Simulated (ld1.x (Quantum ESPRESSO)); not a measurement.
## Reading a pseudo-wave (Mg)

Columns: radius, all-electron u(r) and pseudo u(r) of the 3s shell (level -4.67 eV) of magnesium in the configuration [Ne] 3s2 3p0; PBEsol, non-relativistic, TM scheme, ld1.x (Quantum ESPRESSO) 7.5.

```csv
r (bohr),all-electron,pseudo
0.148,0.0444,0.0203
0.295,-0.1591,0.0416
0.443,-0.2400,0.0656
0.590,-0.2117,0.0932
0.738,-0.1246,0.1263
0.885,-0.0154,0.1655
1.033,0.0972,0.2119
1.180,0.2012,0.2647
1.328,0.2934,0.3226
1.475,0.3711,0.3815
1.623,0.4355,0.4380
1.770,0.4870,0.4873
1.918,0.5275,0.5275
2.065,0.5576,0.5576
2.213,0.5785,0.5785
2.360,0.5911,0.5911
2.508,0.5966,0.5966
2.655,0.5959,0.5959
2.802,0.5900,0.5900
2.950,0.5798,0.5798
3.098,0.5661,0.5661
3.245,0.5496,0.5496
3.393,0.5308,0.5308
3.540,0.5104,0.5104
3.688,0.4887,0.4887
3.835,0.4664,0.4664
```

(1) How many radial nodes do the two functions have?

(2) At about which radius was the pseudo-wave matched?

(3) Where does each function peak?

(4) Is the pseudo-wave norm-conserving?

Results:

(1) The all-electron 3s function has n − l − 1 = 2; the pseudo-wave has 0, since the states of the same l below it are removed with the core.

(2) 2.05 bohr. The columns agree to 0.0005 from 1.77 bohr on; several derivatives are matched, so the curves merge somewhat inside the radius.

(3) Outermost all-electron maximum near 2.51 bohr, pseudo maximum near 2.51 bohr (to the table’s step).

(4) Yes: the TM scheme keeps the norm inside the radius equal to the all-electron one, which fixes the energy derivative of the logarithmic derivative at the level.
